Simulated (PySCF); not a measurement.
An EPR job on `CC[CH]N1C=CC=N1` [radical].

Computed with UKS B3LYP, pcH-1 on C H N, non-relativistic, mean-field spin-orbit, GIAO (PySCF 2.14.0). Geometry: GFN2-xTB. A driver script takes a list of jobs; this job's settings line and coordinates (Å) are shown.

Command:
```bash
OMP_NUM_THREADS=1 python probes_run.py task.json out
```

Input:
```
{"job": {"kind": "epr", "basis": "pcH-1"}, "charge": 0, "multiplicity": 2}
C      2.454472    -0.004035     0.730571
C      1.577878    -0.883372    -0.176775
C      0.566314    -0.085329    -0.903934
N     -0.672513     0.076865    -0.413551
C     -1.681661     0.823810    -0.962290
C     -2.770196     0.692789    -0.135926
C     -2.333703    -0.156766     0.896560
N     -1.077245    -0.519512     0.719748
H      2.967642     0.756201     0.145974
H      3.196152    -0.616442     1.236657
H      1.838257     0.486467     1.479156
H      1.060320    -1.616734     0.442913
H      2.221453    -1.398704    -0.893663
H      0.807768     0.456920    -1.801784
H     -1.541045     1.372820    -1.870290
H     -3.738203     1.135473    -0.250549
H     -2.882689    -0.508421     1.747272
```

Problem. Estimate the output.

Solution. 
```
UKS, coarse grid
  cycle   1  E = -343.43776114  |g| = 3.85e-01
  cycle   2  E = -343.36248113  |g| = 5.82e-01
  cycle   3  E = -343.50688071  |g| = 1.02e-01
  cycle   4  E = -343.51112071  |g| = 4.52e-02
  cycle   5  E = -343.51218472  |g| = 1.10e-02
  cycle   6  E = -343.51225131  |g| = 4.90e-03
  cycle   7  E = -343.51226799  |g| = 2.45e-03
  cycle   8  E = -343.51227084  |g| = 1.51e-03
  cycle   9  E = -343.51227193  |g| = 4.24e-04
UKS, final grid
  cycle   1  E = -343.51223971  |g| = 7.69e-04
  cycle   2  E = -343.51223893  |g| = 1.52e-03
  cycle   3  E = -343.51223997  |g| = 1.22e-04
  cycle   4  E = -343.51223998  |g| = 1.45e-05
E = -343.51223998 Eh   <S^2> = 0.7574 (exact 0.7500)
g shifts (ppm)      1          2          3
  rmc          -157       -157       -157
  gc             -2         40         34
  oz_so         -28        212        744
  total        -187         95        621
hyperfine (MHz)  atom isotope    a_iso     a_fc   dipolar eigenvalues
    0   13C      68.35      68.35     -4.55     -4.53      9.08
    1   13C     -26.16     -26.16     -1.74      0.39      1.35
    2   13C      76.00      76.00    -69.63    -67.80    137.43
    3   14N      -8.92      -8.92     -0.79     -0.25      1.04
    4   13C      10.17      10.17    -11.37     -9.96     21.32
    5   13C      -3.69      -3.69     -3.92     -3.26      7.19
    6   13C       6.39       6.39    -10.55     -9.75     20.30
    7   14N       1.12       1.12     -1.96     -1.28      3.25
    8    1H      -2.33      -2.33     -4.47     -1.89      6.36
    9    1H      12.08      12.08     -2.86     -1.52      4.39
   10    1H      -3.52      -3.52     -4.17     -1.56      5.74
   11    1H      18.45      18.45     -3.86     -3.40      7.26
   12    1H      38.03      38.03     -4.03     -3.84      7.88
   13    1H     -54.87     -54.87    -31.96     -0.23     32.19
   14    1H      -9.12      -9.12     -3.65     -2.71      6.35
   15    1H      -3.69      -3.69     -2.78     -1.35      4.13
   16    1H      -9.47      -9.47     -5.69     -0.97      6.66
```

rmc, gc and oz_so are the mass-correction, gauge-correction and orbital-Zeeman/spin–orbit parts of the g shift along its three principal axes; a_iso is the isotropic hyperfine coupling and a_fc its Fermi-contact part. The program numbers atoms from 0.

Problem. How far is ⟨S²⟩ from the pure-spin value?

Solution. S = 0.5 gives S(S+1) = 0.75; the run has 0.7574, 0.0074 more.

In short: ⟨S²⟩ 0.757; g_iso 2.0025.

The structure is a single GFN2-xTB conformer in the gas phase; no vibrational or solvent corrections.

Problem. Estimate the wall time. Hardware: one thread of an Arm Neoverse V2 (shared host). And the peak memory of the process?

Solution. About 77 s (density and orbital grids were written too), with 0.97 GiB resident at the peak, the Python interpreter and its libraries included.
Labels such as C1 count atoms from 1, the log's own numbers from 0.
